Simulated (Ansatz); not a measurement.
2-fluorobut-1-ene (C₄H₇F), SMILES FC(=C)CC.

Geometry optimised at TPSSh-D3(BJ)/def2-SVP. Other conformers were not sampled.

Two levels are set side by side: PBE/def2-SVPD (Ansatz, a program for electronic structure) and CAM-B3LYP/def2-SVPD (Ansatz). Energy differences of separate SCF runs at the same geometry; the states with an electron removed or added have multiplicity 2 and 2. Differences are taken from unrounded values.

```json
[
 {"quantity": "vertical ionisation energy (eV)", "CAM-B3LYP": "9.74", "PBE": "9.53", "PBE minus CAM-B3LYP": "-0.21"},
 {"quantity": "vertical singlet–triplet gap (eV)", "CAM-B3LYP": "4.36", "PBE": "4.43", "PBE minus CAM-B3LYP": "0.06"}
]
```
